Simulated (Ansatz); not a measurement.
LiAl3. Charge 0, multiplicity 3. Geometry r2SCAN-D4/def2-TZVP, that of the charge +1 doublet; atoms count from 1.

```csv
atom,x (Å),y (Å),z (Å)
Li1,0.563,1.254,-1.463
Al2,-1.524,-0.503,-0.096
Al3,0.112,0.611,1.482
Al4,0.849,-1.361,0.077
```

At PBE0-D4/def2-TZVP a singlet of charge 0 lies 0.08 eV below the triplet at the same geometry. The structure comes from a short search, and lower isomers may exist.

Problem. Estimate the Mulliken populations from the PBE0/def2-TZVP orbitals of Ansatz.

Solution. 
```
atom  charge (e)  spin (α − β)
 Li1        0.48         -0.02
 Al2       -0.15          0.63
 Al3       -0.13          0.56
 Al4       -0.20          0.83
```
Mulliken values depend strongly on the basis.

Problem. Where does the spin sit?

Solution. Summed by element: Li -0.02, Al 2.02, of 2 unpaired in all. Largest on single atoms: Al4 0.83, Al2 0.63, Al3 0.56.

Problem. And the Mayer bond orders between heavy atoms (over 0.3)?

Solution. Al2–Al3 0.89 (2.53 Å); Al2–Al4 1.11 (2.53 Å); Al3–Al4 1.04 (2.53 Å).
